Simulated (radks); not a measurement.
The numbers below are computed, except where a source is named.
Mo35+, configuration [He] 2s2 2p3.

Code: a radial shooting solver on a logarithmic mesh with Libxc functionals. Model: Dirac Kohn-Sham, PBE, spin-unpolarised, spherical densities, finite nucleus; open shells are shared between the two j in proportion to 2j + 1; Fermi nuclear charge, rms radius 4.4091 fm.

Energy parts (hartree):
| part | energy |
|---|---|
| total | -2747.95835 |
| kinetic | 2875.99857 |
| electron-nucleus | -5803.45287 |
| Hartree | 231.02718 |
| exchange-correlation | -51.53123 |

Orbitals (lengths in bohr, moments of r in powers of bohr; r(90%) holds 90 % of the orbital's charge):
| orbital | occ. | eigenvalue (hartree) | <r> | r(90%) |
|---|---|---|---|---|
| 1s1/2 | 2 | -821.1234 | 0.03507 | 0.0628 |
| 2s1/2 | 2 | -182.9771 | 0.1466 | 0.225 |
| 2p1/2 | 1 | -177.4080 | 0.1238 | 0.201 |
| 2p3/2 | 2 | -173.0026 | 0.1278 | 0.206 |
| 3s1/2 | 0 | -76.57901 | 0.3449 | 0.499 |
| 3p1/2 | 0 | -74.73559 | 0.3254 | 0.481 |
| 3p3/2 | 0 | -73.53278 | 0.3313 | 0.489 |

The highest occupied level is 2p3/2 at -4707.6 eV. For comparison, the ionisation energy in NIST's Atomic Spectra Database is 4800 eV (semi-empirical). In exact Kohn-Sham theory the highest level is minus the ionisation energy, but local and semilocal functionals leave it too shallow, through self-interaction and a potential that decays too fast; potentials with the right tail come closer.

Beside tabulated values, note that spin-unpolarised runs miss the spin-polarisation part of the exchange energy of open shells.
